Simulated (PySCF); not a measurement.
H4P, SMILES [PH4+], charge +1.

Coordinates come from a TPSSh-D3(BJ)/def2-TZVPD optimisation. The isomer is the one that the SMILES or the coordinates give; other isomers of the formula were not compared.

Calculation: HF/def2-TZVPD (PySCF).

Computed frontier levels, gap, dipole moment and polarisability:
```json
{
  "highest_occupied_level": "-22.78 eV",
  "lowest_empty_level": "-3.11 eV",
  "orbital_gap": "19.66 eV",
  "dipole_moment_about_the_centre_of_nuclear_charge": "0.00 D",
  "mean_static_polarisability": "20.0 bohr³ (2.97 Å³)",
  "polarisability_principal_values": "20.0, 20.0, 20.0 bohr³"
}
```
